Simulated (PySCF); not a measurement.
Run record: excited-state job, `COC(OC)OC(F)F`.

Computed with TDDFT PBE0/def2-SVPD, vertical, gas phase, core orbitals frozen in the response (PySCF 2.14.0, density-fitted response routines). Geometry: GFN2-xTB. The input is one job of a driver script: a line of settings, then coordinates in Å.

Command:
```bash
OMP_NUM_THREADS=1 python probes_run.py task.json out
```

Input:
```
{"job": {"kind": "uv", "xc": "PBE0", "basis": "def2-SVPD", "nstates": 6, "ntriplets": 2}, "charge": 0, "multiplicity": 1}
C      2.253975    -0.385874    -0.507229
O      1.281410     0.433069     0.123357
C     -0.008301    -0.029396    -0.007267
O     -0.145467    -1.247530     0.604048
C     -1.421042    -1.846300     0.445881
O     -0.878619     0.893128     0.621741
C     -0.731102     2.186025     0.250607
F     -1.114043     2.368777    -1.043896
F     -1.564418     2.922549     0.990315
H      3.200807     0.128266    -0.364986
H      2.286786    -1.374015    -0.045460
H      2.035616    -0.484446    -1.575749
H     -0.294602    -0.101625    -1.088366
H     -1.661628    -1.960917    -0.616563
H     -2.193402    -1.249153     0.932892
H     -1.346201    -2.821689     0.919725
H      0.293234     2.581162     0.351041
```

Output:
```
coarse grid: 14736 points
cycle   1  E = -581.2854268099  dE =  1.393e+00  |g| = 1.033e+00  |ddm| = 5.537e+00
cycle   2  E = -581.1023823819  dE =  1.830e-01  |g| = 1.472e+00  |ddm| = 3.218e+00
cycle   3  E = -581.4754757906  dE = -3.731e-01  |g| = 6.786e-02  |ddm| = 1.977e+00
cycle   4  E = -581.4759178943  dE = -4.421e-04  |g| = 4.734e-02  |ddm| = 1.187e-01
cycle   5  E = -581.4763171354  dE = -3.992e-04  |g| = 8.762e-03  |ddm| = 5.625e-02
cycle   6  E = -581.4763291571  dE = -1.202e-05  |g| = 2.751e-03  |ddm| = 1.186e-02
cycle   7  E = -581.4763307396  dE = -1.582e-06  |g| = 5.585e-04  |ddm| = 3.866e-03
final grid: 144640 points
cycle   8  E = -581.5731709125  dE = -5.274e-05  |g| = 1.384e-02  |ddm| = 1.371e-01
cycle   9  E = -581.5731416811  dE =  2.923e-05  |g| = 1.896e-02  |ddm| = 4.313e-02
cycle  10  E = -581.5732067477  dE = -6.507e-05  |g| = 1.157e-03  |ddm| = 2.508e-02
cycle  11  E = -581.5732070582  dE = -3.105e-07  |g| = 2.300e-04  |ddm| = 1.731e-03
cycle  12  E = -581.5732070664  dE = -8.193e-09  |g| = 1.111e-04  |ddm| = 3.472e-04
cycle  13  E = -581.5732070683  dE = -1.934e-09  |g| = 2.363e-05  |ddm| = 1.209e-04
cycle  14  E = -581.5732070684  dE = -1.035e-10  |g| = 5.710e-06  |ddm| = 4.076e-05
converged SCF energy = -581.5732070684

Static polarisability (au): isotropic 66.434, principal 57.416 70.349 71.535

Singlet excitations
state   eV       nm        f      main configurations
  1   7.9075    156.8   0.03227   H->L 0.94
  2   8.0739    153.6   0.00085   H-1->L 0.83, H->L+1 0.14
  3   8.4753    146.3   0.00820   H->L+1 0.75, H-1->L 0.11
  4   8.6258    143.7   0.00684   H-1->L+1 0.44, H->L+2 0.33, H-1->L+2 0.09
  5   8.6752    142.9   0.00567   H->L+2 0.37, H-1->L+1 0.25, H->L+3 0.15
  6   8.8639    139.9   0.08046   H->L+3 0.63, H-1->L+2 0.12, H->L+4 0.10

Triplet excitations (Tamm-Dancoff, eV): 7.6729 7.9282
```

The SCF starts on a coarse grid where the log names one; the energy can jump when the final grid takes over, and dE then counts from the start density on the new grid. H and L stand for HOMO and LUMO; the number after each pair is its weight.

Which computed singlet has the largest oscillator strength, and what do all of them sum to?

State 6 at 8.86 eV (140 nm), f = 0.080; the 6 states sum to 0.134.

Summary of the converged run: HOMO -8.48 eV, LUMO 0.59 eV; lowest singlet 7.91 eV; lowest triplet 7.67 eV (Tamm–Dancoff); mean polarisability 66.4 au.

The run took 1.8 min wall (with the writing of density and orbital grids) on Arm Neoverse N1, one thread (shared host), and the process peaked at 1.0 GiB of memory.

One conformer stands for the species.
Labels such as C1 count atoms from 1, the log's own numbers from 0.
